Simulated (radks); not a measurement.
All-electron atom: Tl in [Hg] 6p1. Method: scalar-relativistic Kohn-Sham, exchange-only B88, spin-polarised, spherical densities, point nucleus; open shells are filled with parallel spins first (spin-orbit coupling, left out, can overturn this in heavy ions); computed with a radial shooting solver on a logarithmic mesh with Libxc functionals.

X-ray form factor f0, the Fourier transform of the density (f0(0) = 81):

sin(theta)/lambda (1/angstrom)  f0 (electrons)
0.05                                    79.744
0.1                                     76.692
0.15                                    72.854
0.2                                     68.781
0.25                                    64.755
0.3                                     60.919
0.4                                     54.040
0.5                                     48.255
0.6                                     43.413
0.8                                     35.700
1                                       29.636
1.25                                    23.754
1.5                                     19.615
2                                       15.061
